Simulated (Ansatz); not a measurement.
The lowest singlet and triplet of C4H6 (SMILES C=CC=C); geometries from B3LYP-D3(BJ)/def2-TZVP, each state relaxed from the structure named, with no frequency check.
Singlet (charge 0, multiplicity 1):
```
atom    x (Å)    y (Å)    z (Å)
----  -------  -------  -------
C      1.3112   1.1224   0.6454
C      0.5094   0.0645   0.5130
C     -0.5094  -0.0645  -0.5130
C     -1.3112  -1.1224  -0.6454
H      1.2425   1.9693  -0.0276
H      2.0577   1.1757   1.4263
H      0.6044  -0.7680   1.2047
H     -0.6044   0.7680  -1.2047
H     -2.0577  -1.1757  -1.4263
H     -1.2425  -1.9693   0.0276
```
Triplet (charge 0, multiplicity 3):
```xyz
10

C      1.358     1.185     0.652
C      0.472     0.052     0.481
C     -0.472    -0.052    -0.481
C     -1.358    -1.185    -0.652
H      1.298     2.036    -0.013
H      2.091     1.204     1.443
H      0.584    -0.770     1.183
H     -0.584     0.770    -1.183
H     -2.091    -1.204    -1.443
H     -1.298    -2.036     0.013
```

A positive gap puts the triplet lower; no zero-point energy. R- takes a restricted singlet. U- takes an unrestricted singlet (broken symmetry where lower, unprojected). The triplet is unrestricted in single-reference levels. Active spaces average the two states.

Frozen-core correlation.

Codes used: Ansatz (a quantum-chemistry and plane-wave program). 

```tsv
level	gap E(singlet) − E(triplet), adiabatic (eV)
R-SVWN5/def2-TZVPP	-2.866
R-B3LYP/def2-TZVPP	-2.566
U-BHLYP/def2-TZVPP	-2.443
R-MP2/cc-pVDZ	-2.890
U-SCS-MP2/cc-pVDZ (spin-contaminated)	[?]
R-CCSD/cc-pVDZ	-2.553
R-CCSD(T)/cc-pVDZ	-2.628
U-CCSD(T)/cc-pVTZ (spin-contaminated)	-2.668
SC-NEVPT2 on SA-CASSCF(4,4)/cc-pVTZ	[?]
```

Task: What belongs in the gaps?

Result: 
- U-SCS-MP2/cc-pVDZ (spin-contaminated), gap E(singlet) − E(triplet), adiabatic (eV): -2.340
- SC-NEVPT2 on SA-CASSCF(4,4)/cc-pVTZ, gap E(singlet) − E(triplet), adiabatic (eV): -2.800

Doubts at one or more of the structures used: a restricted determinant that unrestricted orbitals would lower (R-MP2/cc-pVDZ, R-CCSD/cc-pVDZ, R-CCSD(T)/cc-pVDZ).
